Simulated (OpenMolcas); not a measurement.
# N3+: effect of the level shift or regulariser

| Quantity | Value |
| --- | --- |
| Program | OpenMolcas |
| Basis | ANO-RCC-VQZP [5s4p3d2f1g] |
| Scalar Hamiltonian | DKH2, point nucleus |
| Active space | 2 electrons in 9 orbitals (RAS2 2s 2p; RAS3 3d, at most 2 electrons) |
| State averaging | 2S+1 = 3 even, 3 roots; 2S+1 = 1 even, 7 roots; 2S+1 = 3 odd, 3 roots; 2S+1 = 1 odd, 3 roots |
| Spin-orbit coupling | state interaction with AMFI integrals over the reference wave functions, term energies averaged over their components |

Methods on the same reference wave functions:
A. RASSCF
B. MS-RASPT2, IPEA 0.25 Eh, imaginary shift 0.1 Eh (closed shells correlated: 1s)
C. MS-RASPT2, IPEA 0.25 Eh, imaginary shift 0.3 Eh (closed shells correlated: 1s)

Energies in cm⁻¹ above 2s² ¹S₀, the measured ground level; measured values from Moore, Selected Tables of Atomic Spectra, NSRDS-NBS 3, section 4.

| Level | A | B | C | Measured |
| --- | --- | --- | --- | --- |
| 2s² ¹S₀ | 0.0 | 0.0 | 0.0 | 0.0 |
| 2s 2p ³P°₀ | 67012 | 67169 | 67169 | 67209 |
| 2s 2p ³P°₁ | 67081 | 67237 | 67237 | 67272 |
| 2s 2p ³P°₂ | 67218 | 67374 | 67374 | 67416 |
| 2s 2p ¹P°₁ | 133530 | 131294 | 131294 | 130694 |
| 2p² ³P₀ | 176712 | 175639 | 175639 | 175535 |
| 2p² ³P₁ | 176781 | 175707 | 175707 | 175608 |
| 2p² ³P₂ | 176916 | 175843 | 175843 | 175733 |
| 2p² ¹D₂ | 191526 | 189310 | 189310 | 188882 |
| 2p² ¹S₀ | 243392 | 236386 | 236397 | 235369 |

Deviations, from unrounded energies. A percentage is the sum of absolute deviations over the sum of measured energies, with the sign that they share, or ± where signs differ.

```
           Against measurement  Levels     A     B     C
mean absolute deviation (cm-1)       9  2000   270   280
      other configurations (%)       9  ±1.4  ±0.2  ±0.2
```

B, C lie about equally close to measurement and A furthest from it. The largest miss of B in the table is 2p² ¹S₀, by +1000 cm-1. The ranking rests on the paired levels alone, and a cruder setting can come out closer through cancelling errors.

Between B and C the level of the table that moves most is 2p² ¹S₀, by 11 cm-1 (lowest in B, highest in C).

The lowest spin-free term lies below A's lowest term by 0.016 hartree in B, 0.016 hartree in C.

Active for correlation alone: 3d; no level in the range computed is led by a configuration that fills it, so any true level of that kind is missing. Measured partners are found by configuration, term and J. A level has none where our copy of the source lacks it or the pairing is in doubt (some pairs that miss far off the trend of their configuration count as doubtful), and it then counts in no deviation. Only configurations of the active space appear.

° marks odd parity.
